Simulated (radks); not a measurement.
Neutral xenon, 54 electrons, occupied as [Kr] 4d10 5s2 5p5 6p1 (not the ground configuration). Method: scalar-relativistic Kohn-Sham, r2SCAN, spin-polarised, spherical densities, finite nucleus; open shells are filled with parallel spins first (spin-orbit coupling, left out, can overturn this in heavy ions); meta-GGA in the generalised Kohn-Sham scheme; Fermi nuclear charge, rms radius 4.7859 fm; computed with a radial shooting solver on a logarithmic mesh with Libxc functionals.

Normalised radial functions P(r) = r R(r), r in bohr:

```
   r/bohr * 4d up, o 4d down, + 5s up (the largest magnitude, 1.18, reaches the edge; | marks zero, & curves that meet)
 0.005515                             & +
 0.007656                             &  +
  0.01063                             &  +
  0.01464                             &  +
  0.02032                             & +
  0.02798                             |&
  0.03884                            +| &
  0.05392                          +  |  &
  0.07426                        +    |     &
   0.1031                          +  |         &
    0.142                             |+            &
   0.1971                             |     +        &
   0.2736                             |    +   &
   0.3767                         & + |
    0.523         &         +         |
   0.7202  &                    +     |
   0.9998      &                      |      +
    1.388                &            |                 +
    1.911                        &    |                 +
    2.653                            &|          +
    3.654                             &   +
    5.072                             &+
    7.041                             &
    9.697                             &
    13.46                             &
    18.54                             &
    25.73                             &
```

4d up: eigenvalue -66.999 eV, 1 radial node at r = 0.344 bohr, <r> = 0.877 bohr, 90 % of the charge inside 1.33 bohr. 4d down: eigenvalue -66.858 eV, 1 radial node at r = 0.344 bohr, <r> = 0.875 bohr, 90 % of the charge inside 1.33 bohr. 5s up: eigenvalue -26.463 eV, 4 radial nodes at r = 0.0330, 0.131, 0.349, 0.853 bohr, <r> = 1.84 bohr, 90 % of the charge inside 2.66 bohr.
